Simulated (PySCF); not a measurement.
The vertical singlet excitations below were computed for one of the candidates. Level of theory: TDDFT CAM-B3LYP/def2-SVPD, vertical, gas phase, core orbitals frozen in the response (PySCF 2.14.0, density-fitted response routines). Geometries: GFN2-xTB, one conformer each. The highest level found (7.54 eV, f 0.0017 so far) is left out, since the window may have cut off a degenerate partner.

```tsv
state	E (eV)	λ (nm)	f
S1	6.48	191.2	0.0008
S2	6.66	186.2	0.0040
S3	6.67	185.9	0.0009
S4	6.80	182.3	0.0062
S5	6.81	182.0	0.022
S6	7.16	173.2	0.0069
S7	7.23	171.4	0.015
```

Orbital energies (eV): HOMO-3 -10.29, HOMO-2 -9.58, HOMO-1 -8.56, HOMO -8.56, LUMO 1.15, LUMO+1 1.29, LUMO+2 1.33.

**Question.** Which candidate is it? All have the formula C6H9FSi.
A. `C/C(=C(\CF)[SiH3])C#C`
B. `C[SiH2]/C(F)=C1\C=CC1`
C. `CC#C[C@H]1C[Si@H](F)C1`

**Answer.** C. Its S1, at 6.48 eV, is the highest among the candidates; the nearest of the others has S1 at 5.53 eV. S1 is HOMO-1/HOMO→LUMO (≥16%), HOMO-1/HOMO→LUMO+3 (≥15%), HOMO-1/HOMO→LUMO+5 (≥12%). Löwdin shares by element: HOMO (one of a set within 0.03 eV) carbon 79% or more (atoms not listed hold the other 21%); LUMO carbon 37% or more, silicon 10% (atoms not listed hold the other 52%). At the same level the other candidates give, for their lowest levels:
- `C#C/C(C)=C(\[SiH3])CF`: 5.29 eV (f 0.294); 5.47 eV (f 0.009); 6.10 eV (f 0.001); 6.53 eV (f 0.004); 6.55 eV (f 0.008); T1 3.19 eV; HOMO -8.20, LUMO -0.19 eV
- `C[SiH2]/C(F)=C1\C=CC1`: 5.53 eV (f 0.551); 6.32 eV (f 0.001); 6.52 eV (f 0.017); 6.79 eV (f 0.012); 6.82 eV (f 0.004); T1 3.16 eV; HOMO -7.83, LUMO 0.24 eV

Orbitals of the list HOMO-3 to LUMO+2 that lie within 0.01 eV of each other are written together with a slash and their weights summed (≥ marks a lower bound); for degenerate orbitals outside that list single weights are arbitrary.
Triplets come from the Tamm–Dancoff approximation.
